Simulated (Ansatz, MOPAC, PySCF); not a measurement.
Species: BF, charge 0, multiplicity 1. SMILES: [B]F
Geometry: optimised at B3LYP-D3(BJ)/def2-TZVP (Ansatz, a quantum-chemistry and plane-wave program).

Unscaled harmonic wavenumbers (cm⁻¹) in rising order, each level at the stationary point that it reaches from this structure (no distance between atoms moves by over 0.3 Å); the order of modes can differ between levels, and a negative number is imaginary. B3LYP-D3(BJ)/def2-TZVP (PySCF, at the structure above): 1412.

PM7 (MOPAC): 1287. Zero-point energy 1.8 against 2.0 kcal/mol; where all levels lie over 400 cm⁻¹, the wavenumbers are on average 0.911 times those of B3LYP-D3(BJ)/def2-TZVP.

HF/3-21G (Ansatz): 1489. Zero-point energy 2.1 against 2.0 kcal/mol; where all levels lie over 400 cm⁻¹, the wavenumbers are on average 1.054 times those of B3LYP-D3(BJ)/def2-TZVP.
